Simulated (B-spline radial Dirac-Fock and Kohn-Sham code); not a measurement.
**I²⁺ in Watson spheres of different radius**

These are calculated numbers from a radial finite-basis atomic code; the model is relaxed Dirac-Fock hole states (ΔSCF) with Breit and QED corrections and a finite nucleus. The ion, [Kr] 4d10 5s2 5p3, sits in a hollow sphere of charge Q = -2, a simple model of the Madelung potential. Inside the sphere an electron's potential energy is raised by the constant 14.40·|Q|/R eV, so binding energies fall by about that much as long as the orbitals stay inside.

```
radius (Å)  14.40 |Q|/R (eV)  1s (eV)  2s (eV)  2p1/2 (eV)  2p3/2 (eV)  3s (eV)  3p1/2 (eV)  3p3/2 (eV)  3d3/2 (eV)  3d5/2 (eV)  4s (eV)  4p3/2 (eV)  4d3/2 (eV)  4d5/2 (eV)  5s (eV)  5p (eV)
       1.6             18.00  33181.9   5208.5      4866.5      4571.7   1089.1       947.7       891.0       644.6       633.1    209.3       147.0       63.14       61.44    23.45    11.36
       1.8             16.00  33183.4   5210.0      4868.1      4573.2   1090.6       949.2       892.6       646.1       634.7    210.8       148.5       64.69       62.99    25.09    12.88
```

From the smallest to the largest radius 1s moves by +1.5 eV, while the constant potential alone would give +2.0 eV; the difference comes from charge outside the sphere and its screening.
